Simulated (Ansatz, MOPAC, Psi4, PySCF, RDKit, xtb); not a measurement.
Dimer: H2O (SMILES O) (first 3 atoms) with AsH3 (SMILES [AsH3]); geometry from B3LYP-D3(BJ)/def2-TZVP, rigid monomers moved along the line of their centres of mass till H3···As4 is 3.77 Å.
(charge 0, multiplicity 1):
```xyz
7

O     -0.0488     0.6324    -0.5999
H     -0.9101     0.3057    -0.8787
H     -0.0010     0.4395     0.3458
As     0.3301    -0.7714     3.9052
H     -0.0997    -0.0815     5.1913
H      1.7444    -1.0148     4.4085
H     -0.1603    -2.1332     4.3747
```

```csv
level,interaction energy (meV),"minus CCSD(T)/CBS(aug-cc-pVDZ, aug-cc-pVTZ)",cost
UFF,-9.4,33.0,-
GFN-FF,-28.3,14.2,-
AM1,-8.2,34.2,-
PM3,14.7,57.1,-
PM6,-21.0,21.4,-
PM7,-38.8,3.6,-
GFN1-xTB,-10.6,31.8,-
GFN2-xTB,-39.8,2.6,-
HF/STO-3G (no counterpoise),-29.8,12.7,-
HF/3-21G (no counterpoise),-52.7,-10.3,-
HF/6-31G*,-38.7,3.8,-
HF/6-31G* (no counterpoise),-41.7,0.7,-
HF/aug-cc-pVDZ,-34.9,7.6,-
HF/aug-cc-pVTZ,-34.3,8.2,-
PBE/def2-TZVPPD,-39.8,2.6,×1
PBE-D3(BJ)/def2-TZVPPD,-49.1,-6.6,×1
PBE-D4/def2-TZVPPD,-46.9,-4.5,×1
BP86/6-31G* (no counterpoise),-33.6,8.9,-
r2SCAN/def2-TZVPPD,-35.7,6.7,×2
B3LYP/3-21G (no counterpoise),-54.4,-11.9,-
B3LYP/6-31G*,-36.5,5.9,-
B3LYP/6-31G* (no counterpoise),-40.9,1.6,-
B3LYP/def2-TZVPPD,-28.4,14.0,×2
B3LYP-D3(BJ)/def2-TZVPPD,-42.4,0.0,×2
PBE0/def2-TZVPPD,-38.7,3.7,×2
PBE0-D3(BJ)/def2-TZVPPD,-48.4,-5.9,×2
PBE0-D4/def2-TZVPPD,-46.0,-3.6,×2
M06-2X/6-31G* (no counterpoise),-49.0,-6.6,-
wB97X-V/def2-TZVPPD,-43.8,-1.4,×3
MP2/6-31G* (no counterpoise),-53.9,-11.5,-
MP2/aug-cc-pVDZ,-40.6,1.8,-
MP2/aug-cc-pVTZ,-41.7,0.8,-
"MP2/CBS(aug-cc-pVDZ, aug-cc-pVTZ)",-42.4,0.1,-
SCS-MP2/aug-cc-pVDZ,-37.4,5.0,-
SCS-MP2/aug-cc-pVTZ,-38.5,3.9,-
CCSD/aug-cc-pVDZ,-38.0,4.4,-
CCSD/aug-cc-pVTZ,-39.6,2.8,-
CCSD(T)/aug-cc-pVDZ,-39.5,2.9,×4
"CCSD(T)/CBS(aug-cc-pVDZ, aug-cc-pVTZ)",-42.4,0.0,×200*
SAPT0/aug-cc-pVDZ,-47.1,-4.7,-
```

 The comparison column counts from a level with limits of its own.

The rows run from -54.4 (B3LYP/3-21G (no counterpoise)) to 14.7 meV (PM3). From aug-cc-pVDZ to aug-cc-pVTZ MP2 changes by -1.1. The dispersion term adds -9.2 in PBE-D3(BJ), -7.0 in PBE-D4, -14.0 in B3LYP-D3(BJ). The 5 functionals in def2-TZVPPD without D3 or D4 span 15.4, from wB97X-V to B3LYP.

Monomers are frozen at their geometry in the pair; levels with a basis set take the counterpoise correction. Rows marked so take none. RDKit's UFF carries no charges.

Frozen-core correlation. Filled d and f shells under p-block atoms count as core. CBS(a, b) extrapolates the correlation energy as X⁻³ and adds the Hartree–Fock energy of set b. Rows in 3-21G, 6-31G*, STO-3G carry no dispersion term and start afresh at each structure (6-31G* with six Cartesian d functions); the Pople sets are all-electron and without relativity. MP2/6-31G* freezes PySCF's default core, which leaves 3d correlated. The state reached by AM1, PM3, PM6, PM7 isn't checked; PM7 holds dispersion and hydrogen-bond terms.

The values were computed with Ansatz (an electronic-structure program); MOPAC for AM1, PM3, PM6, PM7 (differences of heats of formation); Psi4 for SAPT; PySCF for 3-21G rows, 6-31G* rows, STO-3G rows, the dispersion terms; RDKit for the force fields; xtb for the GFN methods. Each number belongs to the level named beside it.

Costs are rough ratios of core time to PBE/def2-TZVPPD (about 3.0 s over the structures, on one shared machine); a dash marks a level with no comparable run of its own. A star marks coupled-cluster runs past 200 virtual orbitals, where the program's memory plan changes under this machine's limit, so their costs aren't comparable with smaller runs.
